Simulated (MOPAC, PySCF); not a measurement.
CH$_{8}$Si$_{3}$, SMILES `[SiH3]/C=[SiH]\[SiH3]`, neutral singlet in the gas phase. 

Cartesian coordinates (Å):
SMILES: [SiH3]/[SiH]=C\[SiH3]
```xyz
12

Si     1.8561    -0.5696     0.3692
C      0.9430     0.9767     0.7554
Si    -0.6914     1.1952     0.3022
Si    -1.9133    -0.4346    -0.8381
H      0.9434    -1.4916    -0.3672
H      3.0513    -0.3242    -0.4862
H      2.3297    -1.2714     1.5954
H      1.4562     1.7750     1.2868
H     -1.4047     2.4590     0.6278
H     -3.2930     0.0851    -1.0336
H     -1.9729    -1.6897    -0.0475
H     -1.3045    -0.7099    -2.1640
```
Charge 0, multiplicity 1.

All levels are single points at this geometry (PBE0-D3(BJ)/def2-TZVP); Pople sets use spherical d functions. Orbital energies aren't observables, and empty levels follow the basis.

| level | HOMO (eV) | LUMO (eV) | gap (eV) | dipole (D) | vertical IE, Delta-SCF (eV) |
|---|---|---|---|---|---|
| PBE-D3(BJ)/def2-TZVP in PySCF | -5.89 | -2.75 | 3.14 | 1.33 | 8.54 |
| PBE0-D3(BJ)/def2-TZVP in PySCF | -6.83 | -1.98 | 4.84 | 1.51 | 8.53 |
| ωB97X-D3(BJ)/def2-TZVP in PySCF | -9.02 | -0.03 | 8.98 | 1.73 | 8.61 |
| B3LYP/3-21G in PySCF | -6.51 | -1.62 | 4.89 | 0.94 | – |
| B3LYP/6-311+G** in PySCF | -6.60 | -2.06 | 4.54 | 1.42 | – |
| B3LYP/LANL2DZ in PySCF | -6.56 | -1.76 | 4.80 | 1.01 | – |
| M06-2X/6-31G* in PySCF | -7.68 | -0.89 | 6.79 | 1.33 | – |
| PBE/6-31G* in PySCF | -5.75 | -2.44 | 3.31 | 1.09 | 8.47 |
| SVWN5/6-31G* in PySCF | -5.84 | -2.56 | 3.28 | 1.08 | 8.64 |
| HF/6-31G* in PySCF | -8.66 | 1.48 | 10.14 | 1.65 | 7.22 |
| HF/STO-3G in PySCF | -5.52 | 7.09 | 12.62 | 1.54 | – |
| AM1 in MOPAC | -9.26 | -0.89 | 8.37 | 0.33 | – |
| PM7 in MOPAC | -9.45 | -1.12 | 8.32 | 0.27 | – |
